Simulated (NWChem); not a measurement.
# C$_{2}$H$_{2}$BrF; SMILES C=C(F)Br

All runs: NWChem. Pople sets run with spherical d functions. Medium grid unless said otherwise, to which SCAN and Minnesota functionals are sensitive. Coordinates come from a PBE0/def2-SVP optimisation. B3LYP is NWChem's, with the RPA form of VWN correlation.

Order these by “dipole (D)”, lowest first: BHandHLYP/6-31G*; PBE/6-31G*; N12/6-31G*; TPSSh/6-31G*; LC-wPBE (HJS exchange hole, range parameter 0.4 per bohr)/6-31G*.

PBE/6-31G* (1.08), N12/6-31G* (1.16), TPSSh/6-31G* (1.21), LC-wPBE (HJS exchange hole, range parameter 0.4 per bohr)/6-31G* (1.27), BHandHLYP/6-31G* (1.35)
